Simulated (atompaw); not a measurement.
## What one change does to a pseudopotential (Ho, PAW (atompaw))

- Element: holmium
- Generator: atompaw 4.2.0.5
- Type: PAW
- Functional: PBEsol
- Relativity: scalar-relativistic
- Frozen core: [Xe] 4f10
- Valence charge: 3
- Reference configuration: 5d1 6s1.75 6p0.25
- Partial waves: 6s (bound): rc 3.00 bohr; 6s channel at 0.65 Ry: rc 3.00 bohr; 6p (bound): rc 3.00 bohr; 6p channel at 2.75 Ry: rc 3.00 bohr; 5d (bound): rc 3.00 bohr; 5d channel at 1.25 Ry: rc 3.00 bohr
- Local potential: vpsmatchnc scheme with l = 3 at -0.5 Ry, radius 2.55 bohr
- Core correction: smooth core density matched at 2.55 bohr
- Augmentation charge: besselshape compensation charge, radius 2.45 bohr; PAW radius 3.00 bohr; waves and projectors: custom polynom2 7 10 vanderbiltortho

All-electron outer shells of the reference configuration (PBEsol, scalar-relativistic, ld1.x):

```
shell  level (eV)  outermost node (bohr)  outermost maximum (bohr)
   5p      -29.51                   0.66                      1.28
   4f       -9.75                      –                      0.52
   6s       -4.57                   1.52                      3.22
   5d       -2.50                   0.74                      1.88
   6p       -1.48                   1.83                      4.41
```

Change: local potential bessel scheme, radius 2.55 bohr.

Cutoffs: the cutoffs (Ry, on a coarse ladder) from which the occupation-weighted sum of valence levels, in a spherical-Bessel basis at the reference potential, stays within 10 and 1 mRy of its value at 400 Ry; they do not see the model core or the augmentation charge, which bear on the density cutoff.

Task: What does the change do?

Result: The potential gets neither clearly harder nor softer (10 Ry and 21 Ry → 10 Ry and 21 Ry); the bound ghost in d, f, p, s disappears; the range in which the s phases agree narrows (upper end 3.9 → 2.2). A state that the projectors do not describe sees the local part alone, so a deeper or shallower local part can create or remove a ghost.

| quantity | base | changed |
| --- | --- | --- |
| cutoff, loose | 10 Ry | 10 Ry |
| cutoff, tight | 21 Ry | 21 Ry |
| bound ghosts | p, s, d, f | none |
| s: phases at 3.01 bohr within 0.05 rad from the reference energy up to (Ry; the scan ends near 5) | 3.9 | 2.2 |
| p: phases at 3.01 bohr within 0.05 rad from the reference energy up to (Ry; the scan ends near 5) | 0.6 | 0.5 |
| d: phases at 3.01 bohr within 0.05 rad from the reference energy up to (Ry; the scan ends near 5) | 2.2 | 2.2 |
| lowest overlap eigenvalue by channel | s 0.34, p 0.74, d 0.89 | s 0.45, p 0.92, d 0.89 |

 A true bound ghost makes a file unfit for plane-wave use even where its test errors are small: the radial tests pick states by their node count and pass the ghost by. The cutoffs see the waves, projectors and local potential, not the compensation charge or the core.
